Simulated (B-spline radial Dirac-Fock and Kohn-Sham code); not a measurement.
Method: relaxed Dirac-Fock hole states (ΔSCF) with Breit and QED corrections and a finite nucleus. Computed with an atomic code on a B-spline grid. K edges are those of the screened (neutral excited atom) model, which lie within a few eV to tens of eV of tabulated edges.

An X-ray tube with a krypton target emits Kα1 at 12646.8 eV and Kβ1 at 14109.1 eV. K edges of lighter neighbours: Ga 10368.9 eV, Ge 11103.5 eV, As 11864.9 eV, Se 12653.2 eV, Br 13468.5 eV.

**Question.** Which of these can serve as a Kβ filter, and which fluoresce under Kα1?

**Answer.** A Kβ filter needs its edge between the two lines: Se, Br. Kα1 lies above the K edges of Ga, Ge, As, which therefore fluoresce.
